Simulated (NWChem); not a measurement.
System: InH₃S₂; SMILES [SH][InH][SH]

Here is an NWChem input.

```
start job
memory heap 200 mb stack 900 mb global 1100 mb
geometry units angstroms noautoz
  In     0.000000     0.000000    -0.532365
  H      0.000000     0.000000    -2.262717
  S     -2.002784     0.001991     0.832910
  H     -2.821626     0.002771    -0.257310
  S      2.002784    -0.001991     0.832910
  H      2.821626    -0.002771    -0.257310
end
basis spherical
  * library def2-svp
end
ecp
  In library def2-ecp
end
dft
  xc m06
  iterations 150
  mulliken
end
task dft energy
```

Coordinates come from a PBE-D3(BJ)/def2-SVP optimisation. def2 effective core potentials on In; no spin-orbit coupling.

Task: Predict the main results of this run. (M06/def2-SVP with def2 effective core potentials on In.) Quantities: energy (Ha); highest occupied level (eV); orbital gap (eV); dipole (D).

Result: 
| Quantity | Result |
|---|---|
| energy (Ha) | -988.16 |
| highest occupied level (eV) | -7.04 |
| orbital gap (eV) | 5.46 |
| dipole (D) | 2.66 |
